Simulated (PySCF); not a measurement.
**Electron correlation in Ta (tantalum, neutral)**

[Xe] 4f14 5d3 6s2, high-spin 4F determinant. Calculation: PySCF 2.14, in def2-TZVPPD with the def2 core potential (60 electrons) (6s5p3d2f1g, 59 functions); scalar relativity through the core potential. Frozen: 5s2 5p6; 5 electrons correlated.

MP2 pair energies summed by pair of shells (mhartree):

```json
{"pair": "5d-6s", "energy": "-36.00", "share (%)": "52.8"}
{"pair": "6s-6s", "energy": "-18.04", "share (%)": "26.5"}
{"pair": "5d-5d", "energy": "-14.15", "share (%)": "20.8"}
```

Total MP2 correlation energy: -68.19 mhartree.

Same-spin part -26.25 and opposite-spin part -41.94 mhartree; SCS-MP2 scales them by 1/3 and 6/5 to -59.08 mhartree.
